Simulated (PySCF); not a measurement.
C₂H₇BrGeO₂ (SMILES C[O][GeH]([Br])[O]C), singlet, at a GFN2-xTB geometry, atoms displaced at random by about 0.08 Å a coordinate; PBE/STO-3G, gradient in PySCF.

The PySCF input:
```python
from pyscf import gto, scf, dft

mol = gto.Mole()
mol.atom = '''
    Ge    0.24273244   -0.58537619    0.28358744
    Br   -0.25686106    1.64290343    0.19985669
    O     1.45593348   -1.05943879   -0.76154857
    C     2.64906127   -0.69918317   -0.55154692
    O    -1.13985588   -1.41606873   -0.49743299
    C    -2.43858854   -1.07871326   -0.49244592
    H     0.29317487   -0.97770329    1.76272820
    H     3.24824827   -1.28281026   -1.45724423
    H     2.87113744    0.25760236   -0.74822628
    H     3.27683650   -1.03212000    0.21814589
    H    -3.12135256   -1.52963298    0.59707540
    H    -2.83819589   -0.11103977   -0.35812641
    H    -3.08634290   -1.60276365   -1.12449112
'''
mol.basis = 'sto-3g'
mol.verbose = 3
mol.build()

mf = dft.RKS(mol)
mf.xc = 'pbe'
mf.grids.level = 1
mf.kernel()
g = mf.nuc_grad_method()
g.grid_response = False
grad = g.kernel()
```

It wrote (shortened):

```
converged SCF energy = -4825.73392524846
--------------- RKS gradients ---------------
         x                y                z
0 Ge     0.0443429514     0.0148755020    -0.0265362263
1 Br    -0.0015807158    -0.0073759578     0.0000243516
2 O     0.2153856120     0.0555900627     0.0029884393
3 C    -0.1935729999     0.0730256472     0.0876299570
4 O    -0.0890918985     0.0157099969     0.0123158570
5 C     0.0894010501     0.0337464526    -0.1364068555
6 H    -0.0008614083    -0.0068216846     0.0289799168
7 H     0.0115476850    -0.0307921153    -0.0332849275
8 H    -0.0252724232    -0.1158365743     0.0137163326
9 H    -0.0181012728     0.0184120385    -0.0671625051
10 H    -0.0462044451    -0.0180984098     0.0466974954
11 H    -0.0027361912    -0.0613832951     0.0110709814
12 H     0.0168087641     0.0277857768     0.0598924081
----------------------------------------------
```
